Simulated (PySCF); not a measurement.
Vertical excitations of a molecule C5H4F2 from TDA-PBE/def2-SVPD run with PySCF 2.14.0, as energy in eV (oscillator strength): 4.91 (0.101), 5.44 (0.005), 5.66 (0.008), 6.24 (0.002), 6.26 (0.022), 6.60 (0.001), 7.03 (0.001), 7.27 (0.000), 7.49 (0.088), 7.51 (0.003). Lowest triplet (TDA): 2.97 eV. The structure is a stationary point at B3LYP-D3(BJ)/def2-SVP. The values are those of a single conformer.

Which molecule gave these data?
A. C#CC(=C)C(F)F
B. C=CC#CC(F)F
C. C#C/C(F)=C(\C)F
D. FC1=C(F)CC=C1

D, FC1=C(F)CC=C1
